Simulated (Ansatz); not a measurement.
Scan of the Si2–H5 bond length

SiH$_{2}$SI (SMILES [SH+]=[SiH]I) (charge +1), singlet, at its PBE0-D4/def2-TZVP minimum:

```
atom    x (Å)    y (Å)    z (Å)
  S1  -1.4866   0.4795  -0.4960
 Si2   0.3241   0.2564   0.4179
  I3   1.8690  -1.4088  -0.0683
  H4  -1.3205  -0.5863  -1.3092
  H5   0.6141   1.2592   1.4557
```

The bond length Si2–H5 (1.472 Å at the minimum) is set to the values below, the two halves moving rigidly along the bond. Each method's energies count from its own value at the PBE0-D4 minimum structure. Computed with Ansatz 0.2.0 (basis: def2-TZVPP); correlated methods freeze the cores. Filled d shells of the heavier atoms are correlated. Core potentials replace the inner electrons of the atoms past krypton. The def2 sets are not built for correlating such inner shells, so the correlated values are less sure here.

CCSD(T) energies along the scan:
```tsv
bond length (Å)	CCSD(T) (eV)
1.266	0.526
1.309	0.301
1.373	0.094
1.447	0.003
1.529	0.036
1.617	0.180
1.711	0.416
1.810	0.717
1.914	1.064
```
They count from the CCSD(T) energy at the PBE0-D4 minimum.

Minimum and curvature along this coordinate at CCSD(T): A fifth-order fit through the nearest points gives 1.465 Å, with a curvature of about 19 eV/Å².

Q: Treat the two halves as rigid bodies and work out the harmonic wavenumber of this stretch from that curvature (ν̃ = 521.5 √(k/μ) cm⁻¹ with k in eV/Å² and μ in u).

A: The halves weigh 188.06 and 1.01 u, so μ = 188.06 × 1.01/189.07 = 1.005 u and ν̃ = 521.5 √(19/1.005) ≈ 2300 cm⁻¹. A true normal mode mixes in other motions, so this is a guide only.

Largest difference from the CCSD(T) curve over the scan: PBE-D4 0.149; wB97M-V 0.050; HF 0.181 eV. Each curve counts from its own value at the minimum.

The T1 diagnostic stays at or below 0.014.

For scale, one of the runs: CCSD(T)/def2-TZVPP, 162 basis functions (an equivalent command: `ansatz run in.yaml --threads 2`). Time: 30 s of wall clock on 2 CPU threads; the host was shared. Peak host memory: 1.2 GiB.
